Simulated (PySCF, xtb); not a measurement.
Te(I)(GeH3) (GeH₃ITe), SMILES I[Te][GeH3].

Harmonic wavenumbers (cm⁻¹) from GFN2-xTB in xtb at its own minimum, in rising order: 54, 71, 240, 256, 438, 453, 779, 842, 871, 1936, 2024, 2054.

Problem. What does B3LYP-D3(BJ)/def2-SVP (PySCF 2.14.0) give at its own minimum? (Estimate from the structure and the level; the computed values follow.)

Solution. 59, 98, 195, 226, 492, 507, 791, 860, 878, 2122, 2145, 2149. Paired by order, the mean absolute difference is 54 cm⁻¹ and the zero-point energies are 14.3 and 15.0 kcal/mol.
